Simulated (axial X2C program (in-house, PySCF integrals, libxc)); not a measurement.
**Nuclear properties of InCN⁺**

Computed with an axial X2C code built on PySCF integrals: two-component X2C with atomic mean-field Coulomb and Gaunt terms, Gaussian nuclei, basis In dyall-v3z, C dyall-v3z, N dyall-av3z with contracted cores.

In–C–N held linear, with bonds 2.123 and 1.157 Å (near the PBE0 minimum at charge 1 of the determinant lowest at the starting distance; the state shown can have its own minimum elsewhere, held linear; other orders of the atoms were not compared).

Input and command:
```json
{"zs": [49, 6, 7], "q": 1, "bas": ["dyall-v3z", "dyall-v3z", "dyall-av3z"], "r0": [2.12, 1.16], "symm": 0, "scan": ["PBE0", "HF", "r2SCAN"], "levels": ["PBE0", "HF", "TPSSh"], "nst": 2}
```
```bash
python solin.py task.json out
```

Keys: zs atomic numbers; q charge; bas basis sets; r0 starting distance in Å; symm equal bonds; scan levels of the two-bond scan; levels methods; nst determinants followed.

Determinant lowest in the PBE0 search, Ω = 1/2 (⟨Sz⟩ = 0.50, ⟨Lz⟩ = 0.00 at PBE0), spin on the atoms In 0.32, C 0.17, N 0.01:

```json
{"level": "PBE0", "Eeff magnitude (GV/cm)": "18.4", "Ws magnitude In (kHz)": "21.3", "A∥/gI In (MHz)": "6670", "qzz In (a.u.)": "-4.39", "A∥/gI C (MHz)": "214", "qzz C (a.u.)": "-0.19", "A∥/gI N (MHz)": "21", "qzz N (a.u.)": "-1.05"}
{"level": "HF", "Eeff magnitude (GV/cm)": "22.6", "Ws magnitude In (kHz)": "26.3", "A∥/gI In (MHz)": "7290", "qzz In (a.u.)": "-5.67", "A∥/gI C (MHz)": "343", "qzz C (a.u.)": "-0.33", "A∥/gI N (MHz)": "25.9", "qzz N (a.u.)": "-1.40"}
{"level": "TPSSh", "Eeff magnitude (GV/cm)": "17.3", "Ws magnitude In (kHz)": "19.9", "A∥/gI In (MHz)": "6400", "qzz In (a.u.)": "-4.25", "A∥/gI C (MHz)": "189", "qzz C (a.u.)": "-0.18", "A∥/gI N (MHz)": "32", "qzz N (a.u.)": "-0.95"}
```

Eeff is the effective electric field on the electron electric dipole moment in this Ω state and Ws the scalar–pseudoscalar constant of the nucleus named (defined with the proton number Z and per Ω); A∥ (defined per Ω) follows by multiplying with gI = μI/(I μN); qzz is the electric field gradient, eQq0 = 234.96 MHz × Q/barn × qzz. The operators were transformed with the bare-nucleus X2C matrices; with these basis sets, hyperfine constants and field gradients can be off by tens of per cent, and where levels differ in sign neither size nor sign is settled.

(1) With gI(115In) = 1.2313, Q(115In) = 0.772 barn, gI(13C) = 1.4048, gI(14N) = 0.4038, Q(14N) = 0.02044 barn (g factors from the IAEA table of nuclear moments by Stone; Q from Pyykkö, Mol. Phys. 2018), turn the PBE0 values of the first state into constants in MHz.

The molecule was held linear; bending was not examined, so a bent shape may lie lower.

Each state is one determinant with collinear spin. Unrestricted Hartree–Fock can overshoot spin polarisation at the nuclei. The search compared states at one distance, so a state with another bond length can lie lower.

## Answers

(1) A∥(115In) = 6670 × 1.2313 = 8210 MHz; eQq0(115In) = 234.96 × (0.772) × (-4.39) = -796 MHz; A∥(13C) = 214 × 1.4048 = 301 MHz; A∥(14N) = 21 × 0.4038 = 8.48 MHz; eQq0(14N) = 234.96 × (0.02044) × (-1.05) = -5.04 MHz.
